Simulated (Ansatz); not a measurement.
Level of theory: frozen-core CCSD(T)/cc-pVTZ // CAM-B3LYP-D3(BJ)/def2-TZVP (Ansatz, a first-principles code). The restricted HF reference is unstable towards unrestricted orbitals.

Ansatz 0.2 input:
```yaml
crystal:
  periodic: [false, false, false]
  atoms:
    - { symbol: C, position_ang: [-2.609787, -0.465159, 0.782694] }
    - { symbol: C, position_ang: [-1.454141, 0.180143, 0.74844] }
    - { symbol: C, position_ang: [-0.299999, -0.143537, -0.082799] }
    - { symbol: Cl, position_ang: [-0.466832, -1.524539, -1.138031] }
    - { symbol: C, position_ang: [0.841035, 0.539684, -0.078711] }
    - { symbol: Si, position_ang: [2.344478, 0.176106, -1.114139] }
    - { symbol: H, position_ang: [-3.402816, -0.139279, 1.440637] }
    - { symbol: H, position_ang: [-2.797762, -1.330755, 0.163436] }
    - { symbol: H, position_ang: [-1.299486, 1.044486, 1.38466] }
    - { symbol: H, position_ang: [0.869082, 1.384314, 0.602912] }
    - { symbol: H, position_ang: [3.373024, 1.186742, -0.785568] }
    - { symbol: H, position_ang: [2.026126, 0.261472, -2.55459] }
    - { symbol: H, position_ang: [2.877072, -1.16968, -0.816257] }
basis:
  gaussian: { orbitals: cc-pVTZ }
correlation:
  method: ccsd_t
```

Output:

```
Functional definition: HF
1640 factors; integrals over basis functions are off by at most 1.2e-3 eV
mean field evaluation 1: about -24595.8361 eV, gradient 3.3e1 eV
mean field evaluation 2: about -24596.2559 eV, gradient 3.3e1 eV
mean field evaluation 4: about -24599.6531 eV, gradient 4.1e0 eV
mean field evaluation 8: about -24599.7188 eV, gradient 2.9e-1 eV
mean field evaluation 16: about -24595.8340 eV, gradient 3.3e1 eV
mean field -24599.71945023 eV, -904.0230155073 hartree, gradient 6.9e-6 eV, S^2 0.000000; 0 other end points of the search recorded, 0 dependent functions left out; unrestricted orbitals would lower it
14 core orbitals not correlated
reference -24599.71945023 eV, -904.0230155073 hartree; 17, 17 occupied and 255, 255 virtual orbitals, 1640 factors
second order -26.07847283 eV of doubles, -0.00000000 eV of singles
cycle   1  -26.79069083 eV  change   -7.1e-1 eV  update   1.2e-1
cycle   2  -27.52608085 eV  change   -7.4e-1 eV  update   3.7e-2
cycle   3  -27.68058444 eV  change   -1.5e-1 eV  update   1.7e-2
cycle   4  -27.67290201 eV  change    7.7e-3 eV  update   4.9e-3
cycle   5  -27.67321832 eV  change   -3.2e-4 eV  update   2.0e-3
cycle   6  -27.67378073 eV  change   -5.6e-4 eV  update   5.3e-4
cycle   7  -27.67365001 eV  change    1.3e-4 eV  update   2.2e-4
cycle   8  -27.67365600 eV  change   -6.0e-6 eV  update   8.7e-5
cycle   9  -27.67367098 eV  change   -1.5e-5 eV  update   3.7e-5
perturbative correction -1.31441675 eV, -0.0483039247 hartree
Total energy: -24628.70753796 eV, -905.0883080826 hartree
```

Cost: around 30 core-minutes (rough).
